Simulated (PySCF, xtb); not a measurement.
CdI, SMILES [Cd+][I], charge +1.

GFN2-xTB run with xtb at its own geometry gives an orbital gap of 2.16 eV.

Coordinates come from a r2SCAN-D4/def2-TZVP optimisation. The multiplicity is an assumed one; other spin states were not compared. The def2 effective core potentials stand for the cores of Cd, I; spin–orbit coupling is left out.

What does PBE0/def2-TZVPD run with PySCF give? (Estimate from the structure and the level; the computed values follow.)

gap 2.78 eV (levels -12.87 and -10.09 eV).
